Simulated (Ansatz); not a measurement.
Harmonic frequencies (cm⁻¹) at PBE0-D4/def2-TZVP from Ansatz: 11, 84, 118, 120, 212, 272, 294, 346, 462, 593, 659, 716, 728, 1232, 1433, 1436, 2316, 2316, 3046, 3120, 3148.

Q: Which molecule is it?
A. `[OH][Al]([SH])[O][SiH3]`
B. `[CH3][Al]([C]#N)[C]#N`
C. `C=C[CH2][Al]([Cl])[Cl]`
D. `C[NH][Al]([F])[Cl]`

A: B.
